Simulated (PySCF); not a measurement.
Run record: EPR job, `C[C@@]12C[C@@H]([CH]F)[C@@H]1C2` [radical].

Computed with UKS B3LYP, pcH-1 on C F H, non-relativistic, mean-field spin-orbit, GIAO (PySCF 2.14.0). Geometry: GFN2-xTB. A driver script takes a list of jobs; this job's settings line and coordinates (Å) are shown.

Command:
```bash
OMP_NUM_THREADS=1 python probes_run.py task.json out
```

Input:
```
{"job": {"kind": "epr", "basis": "pcH-1"}, "charge": 0, "multiplicity": 2}
C     -1.978803     0.927209    -0.195468
C     -0.829707    -0.029173    -0.102623
C      0.263995    -0.149373    -1.158444
C      1.329584    -0.382475    -0.037852
C      2.364154     0.639167     0.028701
F      3.643741     0.265216     0.236368
C      0.185495    -0.244583     0.992642
C     -0.852178    -1.288733     0.706660
H     -2.671564     0.614869    -0.976354
H     -1.624606     1.929803    -0.431702
H     -2.517898     0.964686     0.748504
H      0.152455    -0.968410    -1.867471
H      0.438859     0.777942    -1.699179
H      1.797532    -1.369595    -0.050197
H      2.199139     1.694360     0.147497
H      0.296110     0.231604     1.952234
H     -0.559550    -2.228377     0.260559
H     -1.645516    -1.377819     1.434469
```

Output:
```
UKS, coarse grid
  cycle   1  E = -372.43373088  |g| = 4.12e-01
  cycle   2  E = -372.38333491  |g| = 5.72e-01
  cycle   3  E = -372.50538720  |g| = 6.68e-02
  cycle   4  E = -372.50665250  |g| = 3.47e-02
  cycle   5  E = -372.50714613  |g| = 7.70e-03
  cycle   6  E = -372.50716991  |g| = 3.68e-03
  cycle   7  E = -372.50717592  |g| = 9.26e-04
UKS, final grid
  cycle   1  E = -372.50717161  |g| = 1.11e-03
  cycle   2  E = -372.50717103  |g| = 1.66e-03
  cycle   3  E = -372.50717216  |g| = 1.26e-04
  cycle   4  E = -372.50717217  |g| = 6.76e-05
  cycle   5  E = -372.50717217  |g| = 2.56e-05
E = -372.50717217 Eh   <S^2> = 0.7540 (exact 0.7500)
g shifts (ppm)      1          2          3
  rmc          -208       -208       -208
  gc              5         44         38
  oz_so        -102       1828       2647
  total        -305       1663       2477
hyperfine (MHz)  atom isotope    a_iso     a_fc   dipolar eigenvalues
    0   13C       0.35       0.35     -0.25     -0.19      0.44
    1   13C      -2.56      -2.56     -0.93     -0.33      1.26
    2   13C      75.31      75.31     -5.51     -4.93     10.44
    3   13C     -33.36     -33.36     -1.71     -1.22      2.93
    4   13C     118.92     118.92    -84.92    -82.34    167.26
    5   19F     158.02     158.02   -278.09   -237.09    515.18
    6   13C      97.14      97.14     -5.86     -5.51     11.37
    7   13C       5.04       5.04     -1.19     -0.99      2.18
    8    1H      -0.04      -0.04     -0.66     -0.60      1.25
    9    1H      -0.14      -0.14     -0.98     -0.95      1.93
   10    1H       0.29       0.29     -0.69     -0.63      1.32
   11    1H       3.97       3.97     -3.26     -2.10      5.36
   12    1H      -4.01      -4.01     -6.27     -1.82      8.10
   13    1H       3.06       3.06     -4.84     -4.42      9.25
   14    1H     -62.45     -62.45    -38.35     -1.32     39.67
   15    1H      -3.65      -3.65     -5.08     -1.85      6.93
   16    1H       0.84       0.84     -1.48     -1.01      2.49
   17    1H       5.50       5.50     -1.34     -0.59      1.93
```

rmc, gc and oz_so are the mass-correction, gauge-correction and orbital-Zeeman/spin–orbit parts of the g shift along its three principal axes; a_iso is the isotropic hyperfine coupling and a_fc its Fermi-contact part. The program numbers atoms from 0.

Problem. How far is ⟨S²⟩ from the pure-spin value?

Solution. S = 0.5 gives S(S+1) = 0.75; the run has 0.7540, 0.0040 more.

In short: ⟨S²⟩ 0.754; g_iso 2.0036.

One conformer (not necessarily the lowest) at the GFN2-xTB geometry, without solvent, vibrations or thermal averaging.

Problem. How long does this job take on one thread of an AMD EPYC, shared host with 64 logical CPUs at a one-minute load of 60? And the peak memory of the process?

Solution. About 2.0 min (density and orbital grids were written too), with 0.97 GiB resident at the peak, the Python interpreter and its libraries included.
Labels such as C1 count atoms from 1, the log's own numbers from 0.
